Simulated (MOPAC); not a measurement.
Job for MOPAC: PM3 on FH4P (a complex).

```
PM3 1SCF PRECISE CHARGE=0 THREADS=1
FH4P

F     -1.44370064 1    -0.22894985 1    -0.24384746 1
H     -0.94647269 1    -0.05062702 1     0.53323070 1
P      0.26435944 1     0.38573767 1     2.42694199 1
H     -0.05296080 1    -0.23232066 1     3.65770065 1
H      1.64992720 1     0.11416788 1     2.48950794 1
H      0.35687992 1     1.69531668 1     2.95026935 1
```

It printed:

```
*******************************************************************************
 **                                                                           **
 **                              MOPAC v23.2.5                                **
 **                                                                           **
 *******************************************************************************
 ** MOPAC's Digital Object Identifier: https://doi.org/10.5281/zenodo.6511958 **
 **                                                                           **
 ** Please cite the open-source release paper for use of this MOPAC version:  **
 ** J. E. Moussa and J. J. P. Stewart (2026)                                  **
 ** MOPAC: An open-source semiempirical molecular orbital program             **
 ** J. Open Source Softw., 11(119), 8025, https://doi.org/10.21105/joss.08025 **
 *******************************************************************************

                              PM3 CALCULATION RESULTS

 *******************************************************************************
 *  PM3        - The PM3 Hamiltonian to be used
 *
 *
 *
 *                 CHARGE ON SYSTEM = 0
 *
 *
 *
 *  PRECISE    - TIGHTER CRITERIA TO BE USED
 *  1SCF       - DO 1 SCF AND THEN STOP
 *  THREADS=1  - MULTI-THREADING NOT USED
 *  T=         - A TIME OF 172800.0 SECONDS REQUESTED
 *  DUMP=N     - RESTART FILE WRITTEN EVERY 7200.0 SECONDS REQUESTED
 *******************************************************************************
PM3 1SCF PRECISE CHARGE=0 THREADS=1
 FH4P

   ATOM   CHEMICAL          X               Y               Z
  NUMBER   SYMBOL      (ANGSTROMS)     (ANGSTROMS)     (ANGSTROMS)

     1       F         -1.44370064  *  -0.22894985  *  -0.24384746  *
     2       H         -0.94647269  *  -0.05062702  *   0.53323070  *
     3       P          0.26435944  *   0.38573767  *   2.42694199  *
     4       H         -0.05296080  *  -0.23232066  *   3.65770065  *
     5       H          1.64992720  *   0.11416788  *   2.48950794  *
     6       H          0.35687992  *   1.69531668  *   2.95026935  *



          CARTESIAN COORDINATES

    NO.       ATOM           X           Y           Z

     1         F         -1.4437     -0.2289     -0.2438
     2         H         -0.9465     -0.0506      0.5332
     3         P          0.2644      0.3857      2.4269
     4         H         -0.0530     -0.2323      3.6577
     5         H          1.6499      0.1142      2.4895
     6         H          0.3569      1.6953      2.9503

  H: (PM3): J. J. P. STEWART, J. COMP. CHEM. 10, 209 (1989).
  F: (PM3): J. J. P. STEWART, J. COMP. CHEM. 10, 209 (1989).
  P: (PM3): J. J. P. STEWART, J. COMP. CHEM. 10, 209 (1989).

           Empirical Formula: H4 F P  =     6 atoms



      MOLECULAR POINT GROUP   :   C3v


      RHF CALCULATION, NO. OF DOUBLY OCCUPIED LEVELS = 8


 -------------------------------------------------------------------------------
 PM3 1SCF PRECISE CHARGE=0 THREADS=1
 FH4P



     1SCF WAS SPECIFIED, SO BFGS WAS NOT USED
     SCF FIELD WAS ACHIEVED


                              PM3 CALCULATION
                                                       MOPAC v23.2.5 Linux




          FINAL HEAT OF FORMATION =        -60.38574 KCAL/MOL =    -252.65394 KJ/MOL


          COSMO AREA              =         89.18 SQUARE ANGSTROMS
          COSMO VOLUME            =         66.45 CUBIC ANGSTROMS

          IONIZATION POTENTIAL    =          9.585913 EV
          HOMO LUMO ENERGIES (EV) =         -9.586  1.022
          NO. OF FILLED LEVELS    =          8
          MOLECULAR WEIGHT        =         54.0038         POINT GROUP:  C3v

          MOLECULAR DIMENSIONS (Angstroms)

            Atom       Atom       Distance
            H     5    F     1     4.14240
            H     4    H     6     2.09385
            H     4    F     1     1.73416


          SCF CALCULATIONS        =          1





   ATOM   CHEMICAL          X               Y               Z
  NUMBER   SYMBOL      (ANGSTROMS)     (ANGSTROMS)     (ANGSTROMS)

     1       F         -1.44370064  *  -0.22894985  *  -0.24384746  *
     2       H         -0.94647269  *  -0.05062702  *   0.53323070  *
     3       P          0.26435944  *   0.38573767  *   2.42694199  *
     4       H         -0.05296080  *  -0.23232066  *   3.65770065  *
     5       H          1.64992720  *   0.11416788  *   2.48950794  *
     6       H          0.35687992  *   1.69531668  *   2.95026935  *

                             CARTESIAN COORDINATES

   1    F       -1.443700640    -0.228949850    -0.243847460
   2    H       -0.946472690    -0.050627020     0.533230700
   3    P        0.264359440     0.385737670     2.426941990
   4    H       -0.052960800    -0.232320660     3.657700650
   5    H        1.649927200     0.114167880     2.489507940
   6    H        0.356879920     1.695316680     2.950269350


           Empirical Formula: H4 F P  =     6 atoms



      MOLECULAR POINT GROUP   :   C3v


                  EIGENVALUES
 -26.36683 -22.75342 -16.43848 -15.43558 -15.43558 -12.80905 -12.80884  -9.58591
   1.02191   1.05989   1.05998   4.45150


              NET ATOMIC CHARGES AND DIPOLE CONTRIBUTIONS

  ATOM NO.   TYPE          CHARGE      No. of ELECS.   s-Pop       p-Pop
    1          F          -0.204534        7.2045     1.65363     5.55090
    2          H           0.181199        0.8188     0.81880
    3          P           0.425177        4.5748     1.68085     2.89398
    4          H          -0.133946        1.1339     1.13395
    5          H          -0.133942        1.1339     1.13394
    6          H          -0.133953        1.1340     1.13395
 DIPOLE           X         Y         Z       TOTAL
 POINT-CHG.    -0.123    -0.046    -0.193     0.233
 HYBRID         1.673     0.604     2.618     3.165
 SUM            1.550     0.558     2.424     2.931


          ATOMIC ORBITAL ELECTRON POPULATIONS

     Atom    s        px        py        pz
    1  F   1.65363   1.87423   1.98380   1.69286
    2  H   0.81880
    3  P   1.68085   0.94296   0.84544   1.10557
    4  H   1.13395
    5  H   1.13394
    6  H   1.13395

 **********************
 *                    *
 * JOB ENDED NORMALLY *
 *                    *
 **********************




 == MOPAC DONE ==
```

The run finished.

Cost: very roughly 0.020 core-seconds.
